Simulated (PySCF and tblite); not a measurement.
hexanal, C6H12O, numbered as in [CH3:1][CH2:2][CH2:3][CH2:4][CH2:5][CH:6]=[O:7].

Level: PBE0-D3(BJ)/def2-SVP//GFN2-xTB, thermal terms from GFN2-xTB, symmetry numbers and mirror pairs counted. Conformers within 3 kcal/mol (GFN2-xTB free energy) were kept, 10 at most. GIAO shieldings: wB97X-D/pcSseg-1. Shifts are against TMS (¹H), TMS (¹³C) at the same level. Programs: PySCF with density fitting and tblite.

Torsions listed: C1–C2–C3–C4, C2–C3–C4–C5, C3–C4–C5–C6, C4–C5–C6–O7. Of a mirror pair one member is shown.

```
conformer                   shape  weight %  dipole D
        1     180°, 180°, 73°, 6°      40.0      2.39
        2    180°, 180°, 180°, 0°      20.0      2.48
        3    67°, 175°, 179°, -1°      15.5      2.49
        4  -175°, -67°, -174°, 0°      13.7      2.55
        5  179°, 179°, -65°, 137°       3.5      2.80
```

Not shown: 5 more, 7.2 % in all.

How does the computed dipole moment compare with the measured one in the gas phase?

Computed: 2.39 D in the leading conformer, 2.50 D as root mean square over the ensemble. Measured: 2.619 D (NIST CCCBDB Release 22 (SRD 101), experimental dipoles), which may belong to one conformer.
